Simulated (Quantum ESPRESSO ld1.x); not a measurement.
Values are calculated unless marked as measured or tabulated.
Radial electron density D(r) = 4 pi r^2 rho(r) of an atom or ion with 15 electrons. Code: ld1.x of Quantum ESPRESSO 7.5. Model: Dirac Kohn-Sham, LDA (Slater exchange, Perdew-Zunger correlation), spin-unpolarised, spherical densities, point nucleus.

r (bohr)  D(r) (e/bohr)
0.0108            4.562
0.01227           5.559
0.01395           6.722
0.01585           8.060
0.01802           9.571
0.02048           11.24
0.02327           13.04
0.02645           14.91
0.03006           16.78
0.03417           18.55
0.03883           20.10
0.04414           21.30
0.05016           22.04
0.05702           22.21
0.0648            21.78
0.07365           20.81
0.08371           19.44
0.09514           17.94
0.1081            16.61
0.1229            15.80
0.1397            15.77
0.16              16.69
0.1819            18.28
0.2067            20.19
0.2349            21.84
0.267             22.63
0.3035            22.13
0.3449            20.20
0.392             17.07
0.4456            13.33
0.5064            9.728
0.5755            6.931
0.6541            5.289
0.7435            4.742
0.845             4.878
0.9604            5.145
1.092             5.092
1.241             4.531
1.41              3.559
1.602             2.441
1.821             1.447
2.07             0.7323
2.353            0.3117
2.674            0.1096
3.039           0.03122
3.454          0.007027
3.926          0.001216
4.462         0.0001567

What is the nuclear charge?

Answer. Z = 19. The innermost maximum, from 1s, lies near gamma/Z bohr with gamma = sqrt(1 - (Z/c)^2) = 0.990, here 0.0521 bohr (found: 0.0557), and its height grows with Z. The density is that of the potassium ion K4+ in [Ne] 3s2 3p3; the configuration itself is not fixed sharply by these data, and Z only to about a unit. D(r) has 3 maxima, at r = 0.0557, 0.271, 1.01 bohr, and minima at 0.132, 0.762 bohr, inside which lie 2.17, 10.44 electrons.
